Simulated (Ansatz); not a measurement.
A structure relaxed at PBE0-D4/def2-TZVP, charge 0, multiplicity 1:

```xyz
3

F    -1.391    0.536   -0.137
Ge    0.165    0.593    0.658
Br    1.226   -1.129   -0.521
```

**Question.** Give its formula and SMILES.

**Answer.** BrFGe, `[F][Ge][Br]`.

**Question.** Point group (tolerance 0.08 Å, 0.16 Å for H)?

**Answer.** Cs.

**Question.** Summarise the bond lengths by kind.

**Answer.** 1 × F–Ge 1.749 Å; 1 × Br–Ge 2.341 Å.

All numbers were calculated with Ansatz.
